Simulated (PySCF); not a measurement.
Polarisability and C₆ of Sc⁺ (scandium, charge +1)

[Ar] 3d1 4s1, high-spin 3D determinant. Computed with PySCF 2.14 in aug-cc-pVTZ with one added diffuse shell each of s, p, d, f, g type (9s8p6d4f3g, 118 functions), with the non-relativistic Hamiltonian (point nucleus). Coupled (time-dependent) response in atomic units; α is the mean over directions.

```json
{"method": "PBE0", "mean α (bohr³)": "64.48", "α xx, yy, zz": "63.13, 63.13, 67.17", "C₆ (like pair)": "447.7", "S(−4)": "3729"}
```

S(−4) is the Cauchy moment in α(ω) = α(0) + S(−4) ω² + …

α(iu) at PBE0:

| u (hartree) | α(iu) (bohr³) |
| --- | --- |
| 0 | 64.48 |
| 0.0500 | 56.42 |
| 0.100 | 41.52 |
| 0.200 | 21.54 |
| 0.300 | 13.07 |
| 0.500 | 6.922 |
| 0.750 | 4.320 |
| 1.00 | 3.113 |
| 1.50 | 1.908 |
| 2.00 | 1.294 |
| 3.00 | 0.6984 |
| 5.00 | 0.2923 |

For an ion, C₆ is the dispersion term alone; charge-induced terms of lower order in 1/R come first.

The components differ because the open shell of this determinant is not spherical; for a pure term their mean is the scalar polarisability.
